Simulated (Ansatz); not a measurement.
`[SiH3]/C=C\CCl` from Hartree–Fock to CCSD(T)

```xyz
12

Si   -0.196   -0.816   -1.635
C    -0.087   -1.044    0.210
C     0.110   -0.132    1.162
C     0.330    1.319    0.941
Cl   -0.966    2.273    1.734
H    -1.446   -1.455   -2.125
H    -0.197    0.614   -2.036
H     0.954   -1.492   -2.294
H    -0.212   -2.071    0.553
H     0.121   -0.436    2.207
H     0.325    1.589   -0.112
H     1.264    1.652    1.396
```

The species carries charge 0 and has multiplicity 1. Geometry: relaxed with PBE0-D4/def2-TZVP. It is one conformer, not always the lowest. Frozen core, restricted reference, Ansatz 0.2.0. CBS rows extrapolate triple and quadruple zeta; past MP2 they add the triple-zeta difference.

| basis | HF (Eh) | MP2 corr. |
| --- | --- | --- |
| def2-SVP | -865.76041 | -0.64090 |
| def2-TZVPP | -866.15352 | -0.81044 |
| def2-QZVPP | -866.18064 | -0.87064 |

Problem. Estimate the CCSD correlation energy and the (T) correction in each basis where they were run (hartree).

Solution. 
```csv
basis,CCSD corr.,(T)
def2-SVP,-0.70625,-0.02231
def2-TZVPP,-0.87161,-0.03798
CBS(def2),-0.97639,as TZ
```
